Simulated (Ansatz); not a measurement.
Ansatz results at the PBE0-D4/def2-TZVP geometry: HOMO–LUMO gap (B3LYP/def2-TZVPP) 4.68 eV; LUMO energy (ωB97M-V/def2-TZVPP) 0.88 eV; HOMO energy (PBE0/def2-TZVPP) -6.48 eV.

Each molecule was computed in one conformer, which needn't be the lowest.

Q: Which molecule gave them?
A. `BC=C=C=S`
B. `C[C](=N)[GeH2][OH]`
C. `F[C@H]1C[Si@@H]1F`
D. `[CH3][GeH]([NH2])[CH]=O`

A: D. The others give `BC=C=C=S`: 2.03, -2.11, -6.47; `F[C@H]1C[Si@@H]1F`: 6.97, 1.85, -7.36; `C[C](=N)[GeH2][OH]`: 6.14, 1.62, -7.04.

B3LYP here is the variant with VWN-RPA as its local correlation; programs differ in this.
